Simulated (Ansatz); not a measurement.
Start from `[F][Zr]([F])([F])[SeH]` and change one atom or group to get `[NH2][Zr]([F])([F])[F]`.

Ansatz, PBE0-D4/def2-TZVP geometries, multiplicity 1. Each molecule was computed in one conformer, which needn't be the lowest.

Elements past krypton have def2 core potentials. Scalar relativity is left out up to krypton. Spin–orbit coupling is left out; it splits and shifts lone-pair levels of the heavy atoms by tenths of an eV.

| property | `[F][Zr]([F])([F])[SeH]` |
| --- | --- |
| HOMO energy (PBE0/def2-TZVPP) / eV | -7.71 |
| HOMO energy (ωB97M-V/def2-TZVPP) / eV | -9.80 |
| size of the dipole moment (B3LYP/def2-TZVPP) / D | 0.38 |
| size of the dipole moment (PBE/def2-TZVPP) / D | 0.35 |
| LUMO energy (PBE/def2-TZVPP) / eV | -2.79 |
| LUMO energy (ωB97M-V/def2-TZVPP) / eV | 0.18 |

Give the same properties after the change, and the shifts. (An estimate is asked.)

Ansatz gave: 
| property | `[NH2][Zr]([F])([F])[F]` | shift |
| --- | --- | --- |
| HOMO energy (PBE0/def2-TZVPP) / eV | -8.18 | -0.47 |
| HOMO energy (ωB97M-V/def2-TZVPP) / eV | -10.54 | -0.74 |
| size of the dipole moment (B3LYP/def2-TZVPP) / D | 2.50 | 2.12 |
| size of the dipole moment (PBE/def2-TZVPP) / D | 2.43 | 2.08 |
| LUMO energy (PBE/def2-TZVPP) / eV | -1.94 | 0.85 |
| LUMO energy (ωB97M-V/def2-TZVPP) / eV | 0.40 | 0.22 |

With PBE0 the HOMO falls by 0.47 eV and the LUMO rises by 0.93 eV, so the gap widens by about 1.40 eV. PBE moves the HOMO by -0.17 eV and ωB97M-V by -0.74 eV. Dipoles are sizes alone; their direction can turn.

Positive LUMOs are unbound, so they and the gaps depend on the basis.

B3LYP here is the variant with VWN-RPA as its local correlation; programs differ in this.
